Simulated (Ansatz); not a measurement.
```xyz
3

O    -0.0324    0.8727   -0.7324
H    -0.0169    1.5993   -0.0628
Cl   -0.0318   -0.4886    0.3044
```

Basis set: 6-31G* (spherical functions). Frozen core: 6 orbitals. Charge 0, multiplicity 1.

Computed with Ansatz (development build ahead of 0.2.0); each method stands on the lowest determinant of its kind that the runs found. Restricted open shells among the atoms or ions are ROHF, correlated in semicanonical orbitals with singles.

The atomization energy at this shape (free ground-state atoms in the same class of orbitals less the molecule, no zero-point energy) of singlet HClO:

| method | atomization energy |
| --- | --- |
| RHF | 73.70 kcal/mol |

What does RHF-MP2 give?

140.76 kcal/mol.
